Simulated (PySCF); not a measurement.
A GIAO shielding run with PySCF 2.14.0 with density-fitted response routines (density fitting, non-relativistic, gas phase) on SMILES C=CC([SiH3])([SiH3])[SiH3], C₃H₁₂Si₃:

```
{"job": {"kind": "nmr", "xc": "PBE0", "basis": "pcSseg-1", "pop": false}, "charge": 0, "multiplicity": 1}
C      1.537888     0.994627    -1.267817
C      0.960104     0.604182    -0.126614
C     -0.249237    -0.276778     0.035923
Si    -1.561784     0.690262     1.013767
Si    -1.012557    -0.864698    -1.597080
Si     0.260763    -1.796942     1.057659
H      2.419443     1.639731    -1.250198
H      1.167944     0.695894    -2.253775
H      1.409696     0.959653     0.812639
H     -0.970605     1.157679     2.306159
H     -2.013063     1.879017     0.229090
H     -2.740677    -0.181432     1.306206
H     -1.460217     0.298369    -2.423451
H     -0.027710    -1.665788    -2.387339
H     -2.196230    -1.723441    -1.290026
H      0.864392    -1.345705     2.350032
H     -0.930080    -2.651812     1.351210
H      1.270987    -2.601286     0.306037
```

Hardware: 1 thread of an Arm Neoverse V1, shared host.

Question: How large is the calculation?

Answer: 72 electrons, 183 basis functions and 1020 auxiliary functions.

Question: How long does it take?

Answer: 32 s of wall time, with 13 SCF cycles and 4 response iterations. Times on a shared host scatter by some tens of per cent.

Question: And these other runs on the same molecule and hardware: GIAO shielding at PBE0/6-311+G(2d,p); GIAO shielding at PBE0/6-31G; GIAO shielding at PBE0/6-31G*; GIAO shielding at PBE0/STO-3G; GIAO shielding at PBE0/def2-SVP; GIAO shielding at PBE0/def2-TZVP?

Answer: PBE0/6-311+G(2d,p): 258 functions, 44 s; PBE0/6-31G: 90 functions, 12 s; PBE0/6-31G*: 120 functions, 15 s; PBE0/STO-3G: 54 functions, 5.8 s; PBE0/def2-SVP: 156 functions, 19 s; PBE0/def2-TZVP: 276 functions, 51 s.
